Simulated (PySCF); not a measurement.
## Induced dipoles and field energies

Species: C5H4FN.
Numbering: `[N:1]#[C:2][C@H:3]1[CH2:4][CH:5]=[C:6]1[F:7]` (hydrogens: H8 on C3; H9, H10 on C4; H11 on C5)

Cartesian coordinates in Å at the PBE0-D3(BJ)/def2-SVP level; atoms count from 1:
```xyz
11
C5H4FN angstrom
N      2.9192   -0.5945    0.1049
C      1.8555   -0.2276   -0.1664
C      0.5154    0.2270   -0.4999
C     -0.6507   -0.8125   -0.3387
C     -1.2694    0.1461    0.6559
C     -0.2520    1.0016    0.5391
F      0.0542    2.1560    1.0780
H      0.5319    0.7069   -1.4933
H     -0.3189   -1.7777    0.0726
H     -1.2140   -0.9843   -1.2690
H     -2.1969    0.1307    1.2274
```

Level: CAM-B3LYP/def2-SVPD (PySCF); nuclei fixed, core orbitals frozen in the response. Permanent dipole (-4.175, -0.182, -1.386) D (1 au = 2.5417 D). Static polarisability (au):

```
x   73.24  0.55 -1.58
y    0.55 55.61  3.09
z   -1.58  3.09 48.71
```

Only the terms in μ and α are kept: μ(F) = μ + αF and ΔE = −μ·F − ½ F·αF.

Question: A field of 0.008 au (0.411 V/Å) is applied along each axis in both senses. Find the induced dipole, the size of the total dipole and the two energy terms.

Answer: 
| field along | induced x (D) | induced y (D) | induced z (D) | total size (D) | −μ·F (kJ/mol) | −½F·αF (kJ/mol) |
| --- | --- | --- | --- | --- | --- | --- |
| +x | 1.489 | 0.011 | -0.032 | 3.042 | +34.501 | -6.153 |
| −x | -1.489 | -0.011 | 0.032 | 5.827 | -34.501 | -6.153 |
| +y | 0.011 | 1.131 | 0.063 | 4.471 | +1.504 | -4.672 |
| −y | -0.011 | -1.131 | -0.063 | 4.620 | -1.504 | -4.672 |
| +z | -0.032 | 0.063 | 0.990 | 4.227 | +11.453 | -4.092 |
| −z | 0.032 | -0.063 | -0.990 | 4.782 | -11.453 | -4.092 |

Question: For the field (-0.0056, 0.0072, -0.0064) au, what is the induced dipole, and what angle does it make with the field?

Answer: αF = (-1.007, 0.960, -0.713) D, at 10.7° to the field. The polarisability along this direction, F·αF/F², is 54.22 au, against a mean of 59.19 au.

Question: At what field along the permanent dipole would the induced dipole along it equal the permanent one, in this linear picture?

Answer: The polarisability along the dipole is 69.96 au, so F = 1.7322 au / 69.96 au = 0.0248 au = 1.27 V/Å; higher-order terms are ignored.

Question: What field makes μF equal to kT at 100 K?

Answer: kT = 0.3167 × 10⁻³ Eh, so F = 0.000183 au = 0.94 MV/cm.

Question: Induction energy −ᾱe²/2R⁴ of a unit charge at 6 Å, the molecule taken as a point?

Answer: R = 11.34 bohr, so the energy is −59.2/(2 × 11.34⁴) Eh = -4.7 kJ/mol. The charge–dipole term at its most favourable orientation, −μe/R², is -35.4 kJ/mol.

Isolated species at its PBE0-D3(BJ)/def2-SVP geometry, gas phase.

The run behind these numbers computed excited states as well. The run took about 40 s of CPU time (one thread, shared machine).
